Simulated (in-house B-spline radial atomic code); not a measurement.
A fraction x of an electron is removed from 4s in the bromine ion Br⁵⁺, starting from [Ar] 3d10 4s2 and keeping the highest spin. Level of theory: non-relativistic LDA PW92, spin-polarised, spherical fractional occupations, point nucleus; calculated with an all-electron radial atomic-structure program (B-spline basis).

```tsv
x	E(x) - E(0) (eV)	4s down level (eV)
0	0.0000	-80.282
0.09	7.2814	-81.527
0.17	13.8477	-82.631
0.32	26.3974	-84.695
0.49	40.9932	-87.016
0.5	41.8640	-87.152
0.53	44.4847	-87.559
0.74	63.1683	-90.369
0.81	69.5264	-91.288
0.99	86.1664	-93.575
1	87.1027	-
```

The exact functional would give a straight line between the two integer points. Deviations E(x) - E(0) - x[E(1) - E(0)], in eV: -0.558 at x = 0.09, -0.96 at x = 0.17, -1.475 at x = 0.32, -1.687 at x = 0.49, -1.687 at x = 0.5, -1.68 at x = 0.53, -1.288 at x = 0.74, -1.027 at x = 0.81, -0.065 at x = 0.99.

The curve lies below the straight line by up to 1.687 eV (at x = 0.49): convex, the delocalisation error that favours fractional charges.

(1) How well does Slater's transition state (minus the level at half occupation) give the ionisation energy?

Results:

(1) It gives 87.152 eV against 87.103 eV from the two total energies; NIST lists 87.39 eV, ground level to ground level.
